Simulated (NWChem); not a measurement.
C₃H₅, doublet; SMILES C=[C]C

Results from NWChem. Pople sets run with spherical d functions. Spin-unrestricted. Coordinates come from a PBE0/def2-SVP, spin-unrestricted optimisation. No stability test was run on the SCF state. Vertical excitations in the gas phase. Excited states of an open shell can be spin-contaminated.

Problem. What does the run give for B3LYP/6-31G*, TDA? Quantities: lowest excitation (eV); oscillator strength of that lowest state; lowest empty minus highest occupied level, either spin (eV).

Solution. 
```
Property                                                     Value
-----------------------------------------------------------  -----
lowest excitation (eV)                                        3.36
oscillator strength of that lowest state                     0.001
lowest empty minus highest occupied level, either spin (eV)   4.26
```
